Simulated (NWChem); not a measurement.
System: C$_{3}$H$_{4}$ClFSi; SMILES FC(Cl)=C=C[SiH3]

NWChem input:

```
start job
memory heap 200 mb stack 900 mb global 1100 mb
geometry units angstroms noautosym nocenter noautoz
  F     -1.586332    -1.655858     0.282695
  C     -0.413765    -1.112324    -0.077263
  Cl     0.909243    -2.236825     0.067292
  C     -0.283615     0.116659    -0.495041
  C     -0.134106     1.360226    -0.876702
  Si     0.210589     2.770716     0.329209
  H     -0.216384     1.593701    -1.942870
  H     -0.890787     3.767985     0.258058
  H      0.313391     2.226123     1.704564
  H      1.479719     3.449079    -0.047429
end
basis spherical
  * library 6-31g*
end
dft
  xc b3lyp
  iterations 150
end
cosmo
  do_cosmo_smd true
  solvent water
end
task dft energy
```

The geometry was optimised at B3LYP/6-31G* (spherical d). B3LYP is NWChem's, with the RPA form of VWN correlation. Solvent: water.

Level: B3LYP/6-31G* with SMD (1 M gas to 1 M solution), gas-phase geometry. Reactions with the solvent are ignored.

Question: What results follow from this input? (B3LYP/6-31G* (spherical d), SMD on the gas-phase geometry.) Quantities: solvation free energy (kcal/mol); cavity-dispersion-structure term (kcal/mol); dipole in solution (D).

Answer: 
| Property | Result |
|---|---|
| solvation free energy (kcal/mol) | 2.8 |
| cavity-dispersion-structure term (kcal/mol) | 4.7 |
| dipole in solution (D) | 2.69 |
